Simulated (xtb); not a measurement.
C₇H₇, doublet, from a rough starting geometry; GFN2-xTB (xtb).

Here is a job for xtb.
```
$ xtb mol.xyz --gfn 2 --uhf 1 --opt vtight --json

# file mol.xyz
14

C      1.12728764    -0.84338648     0.77875317
C      1.57050103    -0.25995967    -0.34749528
C      0.36186749     0.62063074    -0.75756006
C     -0.80590650    -0.39668168    -1.00175930
C     -1.06073184    -0.99384916     0.07165715
C     -0.19881421    -0.39924730     1.13051060
C     -0.12059561     1.03887298     0.56215378
H      2.41280804    -0.47283964    -0.92916795
H      0.57625343     1.31856554    -1.52836629
H     -1.21038581    -0.58209957    -2.05160864
H     -1.82477044    -1.78646003     0.23917718
H     -0.54079742    -0.55238546     2.16302267
H      0.59595665     1.69024214     1.13567200
H     -1.08858615     1.55604303     0.62220168
```

It wrote (shortened):

```
   ID    Z sym.   atoms
    1    6 C      1-7
    2    1 H      8-14

           -------------------------------------------------
          |                Calculation Setup                |
           -------------------------------------------------

           -------------------------------------------------
          |                 G F N 2 - x T B                 |
           -------------------------------------------------

          ...................................................
          :                      SETUP                      :
          :.................................................:
          :  # basis functions                  35          :
          :  # atomic orbitals                  35          :
          :  # shells                           21          :
          :  # electrons                        35          :
          :  max. iterations                   250          :
          :  Hamiltonian                  GFN2-xTB          :
          :  restarted?                      false          :
          :  GBSA solvation                  false          :
          :  PC potential                    false          :
          :  electronic temp.          300.0000000     K    :
          :  accuracy                    1.0000000          :
          :  -> integral cutoff          0.2500000E+02      :
          :  -> integral neglect         0.1000000E-07      :
          :  -> SCF convergence          0.1000000E-05 Eh   :
          :  -> wf. convergence          0.1000000E-03 e    :
          :  Broyden damping             0.4000000          :
          :  net charge                          0          :
          :  unpaired electrons                  1          :
          ...................................................

 iter      E             dE          RMSdq      gap      omega  full diag
   1    -18.6767275 -0.186767E+02  0.384E+00    3.08       0.0  T
   2    -18.6978972 -0.211697E-01  0.229E+00    3.17       1.0  T
   3    -18.6899631  0.793411E-02  0.107E+00    2.99       1.0  T
   4    -18.6950529 -0.508982E-02  0.602E-01    3.29       1.0  T
   5    -18.7001551 -0.510218E-02  0.125E-01    3.13       1.0  T
   6    -18.7003230 -0.167943E-03  0.399E-02    3.15       1.0  T
   7    -18.7003236 -0.508857E-06  0.148E-02    3.15       1.8  T
   8    -18.7003244 -0.849227E-06  0.317E-03    3.15       8.4  T
   9    -18.7003245 -0.100059E-06  0.152E-03    3.15      17.6  T
[...]
         :: total energy             -18.365239736671 Eh    ::
 * total energy  :   -18.3652397 Eh     change       -0.1695319E-09 Eh
 * total energy  :   -18.3843159 Eh     change       -0.1907615E-01 Eh
 * total energy  :   -18.3866551 Eh     change       -0.2339182E-02 Eh
 * total energy  :   -18.3868609 Eh     change       -0.2058632E-03 Eh
 * total energy  :   -18.3869151 Eh     change       -0.5418533E-04 Eh
 * total energy  :   -18.3869208 Eh     change       -0.5726222E-05 Eh
 * total energy  :   -18.3869223 Eh     change       -0.1496895E-05 Eh
 * total energy  :   -18.3869227 Eh     change       -0.3470100E-06 Eh
 * total energy  :   -18.3869227 Eh     change       -0.3767818E-07 Eh
   *** GEOMETRY OPTIMIZATION CONVERGED AFTER 9 ITERATIONS ***
         :: total energy             -18.386922726962 Eh    ::
[...]

 Mol. C6AA /au·bohr⁶  :       2170.914696
 Mol. C8AA /au·bohr⁸  :      52682.145324
 Mol. α(0) /au        :         72.536824

Wiberg/Mayer (AO) data.
largest (>0.10) Wiberg bond orders for each atom

 ---------------------------------------------------------------------------
     #   Z sym  total        # sym  WBO       # sym  WBO       # sym  WBO
 ---------------------------------------------------------------------------
     1   6 C    3.250 --     2 C    2.001     6 C    1.008
     2   6 C    3.976 --     1 C    2.001     8 H    0.970     3 C    0.905
     3   6 C    3.982 --     4 C    0.993     7 C    0.980     9 H    0.970
                             2 C    0.905
     4   6 C    3.985 --     5 C    1.921     3 C    0.993    10 H    0.968
     5   6 C    3.985 --     4 C    1.921     6 C    0.981    11 H    0.970
     6   6 C    3.989 --     1 C    1.008     5 C    0.981    12 H    0.971
                             7 C    0.959
     7   6 C    3.992 --     3 C    0.980    13 H    0.979    14 H    0.977
                             6 C    0.959
     8   1 H    0.999 --     2 C    0.970
     9   1 H    0.999 --     3 C    0.970
    10   1 H    0.999 --     4 C    0.968
    11   1 H    0.999 --     5 C    0.970
    12   1 H    0.998 --     6 C    0.971
    13   1 H    0.999 --     7 C    0.979
    14   1 H    0.999 --     7 C    0.977
 ---------------------------------------------------------------------------

Topologies differ in total number of bonds
Writing topology from bond orders to xtbtopo.mol

molecular dipole:
                 x           y           z       tot (Debye)
 q only:       -0.179       0.208      -0.052
   full:       -0.252       0.318      -0.174       1.121
molecular quadrupole (traceless):
                xx          xy          yy          xz          yz          zz
 q only:       -0.373       0.825      -0.227      -0.849       0.161       0.600
  q+dip:       -0.836       2.195      -1.403      -2.424      -0.707       2.239
   full:       -0.645       1.580      -0.549      -1.811       0.108       1.194

optimized geometry written to: xtbopt.xyz

           -------------------------------------------------
          | TOTAL ENERGY              -18.386922726962 Eh   |
          | GRADIENT NORM               0.000078318034 Eh/α |
          | HOMO-LUMO GAP               3.186812008563 eV   |
           -------------------------------------------------

normal termination of xtb
```
